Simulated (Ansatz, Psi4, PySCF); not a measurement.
C₃H₁₀BO₃ (SMILES COB(OC)[OH+]C), charge +1, singlet, geometry from GFN2-xTB. Base run: BHANDHLYP/def2-SVP (PySCF).

Here is a job for PySCF.
```python
from pyscf import gto, scf, dft

mol = gto.Mole()
mol.atom = '''
    C     0.15683431    2.53425652   -0.34785853
    O    -0.53708415    1.31730493   -0.09618469
    B    -0.12483788    0.08001048    0.00055359
    O    -0.80250431   -1.02543469    0.18071736
    C    -2.22288310   -1.16389613    0.26844763
    O     1.38032908   -0.19975549   -0.13585076
    C     1.90550999   -1.52900677    0.09327589
    H     0.84460794    2.42826681   -1.18766603
    H     0.69494662    2.85168721    0.54740565
    H    -0.59875153    3.27995768   -0.59103949
    H    -2.71528689   -0.19472882    0.22236326
    H    -2.44643146   -1.65871481    1.21278740
    H    -2.54765464   -1.79182191   -0.56050416
    H     1.94869990    0.47036884    0.27633700
    H     2.91138608   -1.57342308   -0.32151260
    H     1.91459255   -1.77025310    1.15555638
    H     1.25538843   -2.22643081   -0.42914037
'''
mol.basis = 'def2-svp'
mol.charge = 1
mol.verbose = 4
mol.build()

mf = dft.RKS(mol)
mf.xc = 'bhandhlyp'
mf.kernel()
```

The same geometry, method and basis name were run in Ansatz (an electronic-structure program) and Psi4 and PySCF, at each program's defaults and at the settings that a row names. The base is PySCF at its defaults. Differences at the defaults can come from grids, fitting, cores and function types together.

| code and settings | ΔE vs base (mEh) | basis functions | E (Eh) | SCF cycles |
|---|---|---|---|---|
| PySCF, defaults (exact integrals, its default grid, spherical functions) | 0.000 | 148 | -370.22617 | 10 |
| Psi4, defaults (density fitting with its default set, its default grid, spherical functions) | 0.046 | 148 | -370.22612 | 8 |
| Ansatz, defaults (factorised integrals, its default grid, spherical functions) | 0.018 | 148 | -370.22615 | - |
| PySCF, density fitting with def2-universal-jkfit | 0.046 | 148 | -370.22612 | 10 |
| PySCF, fine grid | 0.002 | 148 | -370.22617 | 10 |
| Psi4, exact integrals, spherical functions, fine grid | 0.001 | 148 | -370.22617 | 11 |
| Ansatz, high accuracy | 0.002 | 148 | -370.22617 | - |
